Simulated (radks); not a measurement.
Effect of the nuclear size on neutral neon, [Ne]. All-electron calculation, Dirac Kohn-Sham, PBE, spin-unpolarised, spherical densities, finite nucleus; Fermi nuclear charge, rms radius 3.0055 fm. Program: a radial shooting solver on a logarithmic mesh with Libxc functionals. The rms radius is varied about that value; shifts are against it.

rms radius (fm) = 2.5907: total energy shift (eV) -0.000306; density at nucleus (e/bohr^3) 648.5; 1s1/2 shift (meV) -0.126
rms radius (fm) = 2.8162: total energy shift (eV) -0.000145; density at nucleus (e/bohr^3) 648.1; 1s1/2 shift (meV) -0.060
rms radius (fm) = 3.0055: total energy shift (eV) 0; density at nucleus (e/bohr^3) 647.8; 1s1/2 shift (meV) 0.000
rms radius (fm) = 3.0987: total energy shift (eV) 0.0000749; density at nucleus (e/bohr^3) 647.6; 1s1/2 shift (meV) 0.031
rms radius (fm) = 3.3812: total energy shift (eV) 0.000316; density at nucleus (e/bohr^3) 647.2; 1s1/2 shift (meV) 0.130

Slopes of the eigenvalues against <r^2> in GHz/fm^2, as finite differences over the two radii next to the reference (eigenvalue slopes, not the field-shift constants of lines): 1s1/2 13.1.
